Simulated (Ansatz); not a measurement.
Ansatz (a quantum-chemistry and plane-wave program) input (r2SCANh/def2-TZVPD):

Ansatz 0.2 input:
```yaml
crystal:
  periodic: [false, false, false]
  atoms:
    - {symbol: O, position_ang: [-1.11172776, 1.26004592, 0.20468197]}
    - {symbol: Al, position_ang: [0.00000000, 0.00000000, 0.00000000]}
    - {symbol: O, position_ang: [1.63474084, 0.34869715, -0.26754759]}
    - {symbol: O, position_ang: [-0.52301309, -1.60874307, 0.06286562]}
    - {symbol: H, position_ang: [-0.86202578, 2.18455513, 0.17704349]}
    - {symbol: H, position_ang: [2.29916745, -0.33077131, -0.38875870]}
    - {symbol: H, position_ang: [-1.43714167, -1.85378382, 0.21171521]}
basis:
  gaussian:
    orbitals: def2-TZVPD
hamiltonian:
  xc: {name: r2SCANh}
output: {forces: true}
```

End of the output:

```
integrals: 0.10 GiB planned
969 factors; their error is unknown
0.31 GiB of the device are held for the grids
0.99 GiB of device memory are held for the factors and their scratch space
mean field: 0.76 GiB planned
mean field evaluation 1: about -12775.1529 eV, gradient 1.0e2 eV
mean field evaluation 2: about -12738.2313 eV, gradient 1.7e2 eV
mean field evaluation 4: about -12790.6946 eV, gradient 1.4e0 eV
mean field evaluation 8: about -12790.7033 eV, gradient 5.9e-2 eV
mean field evaluation 16: about -12790.7033 eV, gradient 3.6e-5 eV
mean field -12790.70327924 eV, -470.0496756618 hartree, gradient 3.6e-5 eV, S^2 0.000000; 0 other end points of the search recorded, 0 dependent functions left out
the calculation of the forces begins
reference -12790.70329668 eV, -470.0496763030 hartree; 20, 20 occupied and 170, 170 virtual orbitals, 969 factors
Total energy: -12790.70329668 eV, -470.0496763030 hartree
Atom 0 at    -1.111728     1.260046     0.204682 Å, force     0.148538     0.005577    -0.024707 eV/Å
Atom 1 at     0.000000     0.000000     0.000000 Å, force     0.000254    -0.000109    -0.000044 eV/Å
Atom 2 at     1.634741     0.348697    -0.267548 Å, force    -0.070161    -0.133255     0.009687 eV/Å
Atom 3 at    -0.523013    -1.608743     0.062866 Å, force    -0.078666     0.127790     0.015070 eV/Å
Atom 4 at    -0.862026     2.184555     0.177043 Å, force    -0.037115    -0.130253     0.004217 eV/Å
Atom 5 at     2.299167    -0.330771    -0.388759 Å, force    -0.092601     0.097436     0.016935 eV/Å
Atom 6 at    -1.437142    -1.853784     0.211715 Å, force     0.129751     0.032813    -0.021158 eV/Å
Dipole moment:     0.000006    -0.000004    -0.000001 e Å
```
